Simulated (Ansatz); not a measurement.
Stepwise reaction of `[OH][Ti]([OH])([SeH])[SeH]` with water, as a gas-phase model of exchange steps in deposition or etching. ΔE in kJ/mol.

Calculated with Ansatz (gas phase, PBE0-D4/def2-TZVP geometries, no zero-point term in ΔE). CCSD(T)/CBS adds triple-zeta CCSD(T) − MP2 to the extrapolated MP2 energy (def2 sets, frozen cores). This one scheme is used for every species. Functionals use def2-TZVPP. B3LYP here is the variant with VWN-RPA as its local correlation; programs differ in this. For Se, Ti outer-core shells are correlated without core-valence functions, which leaves a few kJ/mol of doubt a bond. Scalar relativity is left out up to krypton. Each species was taken in one conformer, which may not be the lowest.

```tsv
step	reaction	PBE-D4	B3LYP-D4	ωB97M-V	CCSD(T)/CBS
1	`[OH][Ti]([OH])([SeH])[SeH]` + H₂O → `[OH][Ti]([OH])([OH])[SeH]` + H₂Se	-11.3	-16.8	-21.7	-5.6
```

(1) Give the row of step 2, `[OH][Ti]([OH])([OH])[SeH]` + H₂O → `[OH][Ti]([OH])([OH])[OH]` + H₂Se. (An estimate is asked.)

(2) By hand: ΔE of the 2 steps together at CCSD(T)/CBS.

Results:

(1) Ansatz gave: 
```
step                                                               reaction  PBE-D4  B3LYP-D4  ωB97M-V  CCSD(T)/CBS
   2  `[OH][Ti]([OH])([OH])[SeH]` + H₂O → `[OH][Ti]([OH])([OH])[OH]` + H₂Se   -12.8     -18.4    -20.9         -9.8
```

(2) (-5.6) + (-9.8) = -15.4 kJ/mol, or -7.7 kJ/mol a step.

In ΔE the steps differ by no more than 4.2 kJ/mol. All are downhill at CCSD(T)/CBS. PBE-D4 differs from CCSD(T)/CBS by -5.7 to -3.0 kJ/mol a step. Isolated molecules leave out the surface, adducts and barriers. Largest T1 diagnostic: 0.024.
